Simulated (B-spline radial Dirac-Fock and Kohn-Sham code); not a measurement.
Tc³¹⁺: eigenvalues, ΔSCF and the reference

System: Tc³¹⁺ in the configuration [Ne] 3s2.

The density-functional columns are spherical, spin-unpolarised Dirac-Kohn-Sham results without Breit or QED terms: −ε is minus the orbital energy of the initial state and ΔSCF the difference of two total energies. The reference in the last column comes from relaxed Dirac-Fock hole states (ΔSCF) with Breit and QED corrections and a finite nucleus. All numbers are from a radial atomic solver, in eV; a selection of levels is shown. For the 1s level of heavy atoms much of the gap between ΔSCF and the reference is the Breit and QED part, -58.6 eV here; for other levels the error of the functional can be larger.

```
level   LDA −ε  LDA ΔSCF  Dirac-Fock
    K  22521.7   22838.5     22784.4
   L1   4570.9    4648.2      4682.7
   L2   4363.4    4454.6      4445.5
   L3   4241.0    4329.2      4324.4
   M1   1809.2    1840.2      1831.3
```

For the outermost level NIST gives 1838 ± 3 eV (semi-empirical); the differences from it are LDA −ε -28.76, LDA ΔSCF +2.25, Dirac-Fock -6.67 eV.

Values without a named source are computed, but for edge energies of neutral atoms, which are taken from tables.
